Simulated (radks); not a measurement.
Numerical settings for the oxygen ion O3+, [He] 2s2 2p1. Calculated with a radial shooting solver on a logarithmic mesh with Libxc functionals: Dirac Kohn-Sham, BLYP, spin-unpolarised, spherical densities, finite nucleus; open shells fill j = l - 1/2 first; Fermi nuclear charge, rms radius 2.6991 fm. The defaults (mesh step 0.008 in ln r, mesh end at 40 bohr or more with all orbitals vanishing there, Anderson mixing 0.5 over 9 steps, residual threshold near 1e-9 with the energy settled to 1e-9 hartree or 1e-11 of itself, here a cap of 69 iterations) give E = -71.2611 hartree and 2p1/2 at -65.088 eV in 15 iterations. Run on one thread of a shared host, so times are rough (Arm Neoverse V1): 0.04 s of CPU time, 0.04 s wall, 15 iterations on 2189 mesh points. Changes against that run (0 stands for a change within the tolerance of the run):

| setting | iterations | converged | E (mhartree) | e(2p1/2) (meV) | CPU (s) |
|---|---|---|---|---|---|
| mesh step in ln r 0.08 | 69 | no | -9.06e+03 | - | 0.1 |
| mesh step in ln r 0.2 | 69 | no | -3.24e+05 | - | 0.07 |
| mesh step in ln r 0.03 | 13 | yes | 0 | 0 | 0.02 |
| mesh end (bohr) 12 | 15 | yes | 0 | 0 | 0.04 |
| mesh end (bohr) 8 | 15 | yes | 0 | 0 | 0.04 |
| residual threshold 1e-05 | 9 | yes | 0 | -0.123 | 0.03 |
| residual threshold 0.001 | 8 | yes | 0 | -0.109 | 0.03 |
| mixing 2.5 | 34 | yes | 0 | 0 | 0.09 |
| linear mixing, mixing 0.05 | 69 | no | +0.0454 | -615 | 0.15 |
| linear mixing, mixing 0.2 | 69 | no | 0 | 0 | 0.13 |
| mixing history 20 | 24 | yes | 0 | 0 | 0.06 |
| iteration cap 5 | 5 | no | 0 | +7.76 | 0.01 |

No run marked as converged misses the energy by more than 1 mhartree. A mesh that ends early acts as a hard wall.
